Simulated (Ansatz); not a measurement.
Ansatz (an electronic-structure program) input:
A basis named .json is the Basis Set Exchange file of that set.

Ansatz 0.2 input:
```yaml
crystal:
  periodic: [false, false, false]
  atoms:
    - {symbol: Hg, position_ang: [-0.01061755, -0.20315876, -0.26076736]}
    - {symbol: Br, position_ang: [-0.25589637, 2.37141681, -1.35770337]}
    - {symbol: Br, position_ang: [0.28016507, -1.90705393, 1.95374305]}
basis:
  gaussian:
    orbitals: def2-QZVPP.json
hamiltonian:
  xc: {name: PBE0}
total_charge: -1
magnetization: {spin_polarized: true, initial_magnetization: 1}
```

What final total energy does it print?

-5301.46033 Eh (PBE0/def2-QZVPP). The basis has 266 functions.

The spin state was set by rule; other spins were not relaxed.
